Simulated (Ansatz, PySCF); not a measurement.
C3H10Sn, SMILES CC[CH2][SnH3]. Atoms are numbered in the order given.

```xyz
14

Sn     0.8198     0.4012    -0.0693
C     -0.4435    -1.3480     0.2781
C     -1.8740    -1.2228    -0.2549
C     -2.6805    -0.0926     0.3836
H      2.4792    -0.0537     0.0266
H      0.5044     1.0334    -1.6420
H      0.5318     1.6434     1.0888
H      0.0780    -2.1984    -0.1889
H     -0.4438    -1.5317     1.3655
H     -1.8515    -1.0829    -1.3502
H     -2.4027    -2.1793    -0.0874
H     -2.7223    -0.2029     1.4801
H     -2.2365     0.8948     0.1709
H     -3.7158    -0.0739     0.0085
```

Geometry optimised at B3LYP-D3(BJ)/def2-SVP. The structure was generated by enumeration; whether it is a known compound was not checked. The def2 effective core potentials stand for the cores of Sn; spin–orbit coupling is left out. One conformer was computed; it need not be the lowest.

Two levels are set side by side: PBE-D3(BJ)/def2-SVP (Ansatz, a quantum-chemistry and plane-wave program) and B3LYP-D3(BJ)/def2-SVP (Ansatz). Each level has its own optimised geometry; the coordinates shown are those of the second. Frequencies come from the Hessian of PySCF at each geometry. Differences are taken from unrounded values.

```csv
quantity,B3LYP-D3(BJ),PBE-D3(BJ),PBE-D3(BJ) minus B3LYP-D3(BJ)
mean bond length (Å),1.395,1.402,0.007
bond Sn1–C2 (Å),2.185,2.189,0.004
bond C2–C3 (Å),1.532,1.533,0.001
bond C3–C4 (Å),1.528,1.530,0.001
bond Sn1–H5 (Å),1.723,1.732,0.009
bond Sn1–H6 (Å),1.724,1.733,0.009
bond Sn1–H7 (Å),1.723,1.732,0.009
bond C2–H8 (Å),1.102,1.109,0.008
bond C2–H9 (Å),1.103,1.111,0.008
bond C3–H10 (Å),1.104,1.112,0.008
bond C3–H11 (Å),1.106,1.114,0.008
bond C4–H12 (Å),1.103,1.110,0.007
bond C4–H13 (Å),1.103,1.111,0.008
bond C4–H14 (Å),1.101,1.109,0.007
highest harmonic wavenumber (cm⁻¹),3109,3059,-50
mean harmonic wavenumber (cm⁻¹),1374,1339,-35
zero-point energy (kcal/mol),70.71,68.89,-1.82
```

Exact exchange shortens and stiffens bonds; PBE has none. Differences between two approximate levels are no errors against the true value.
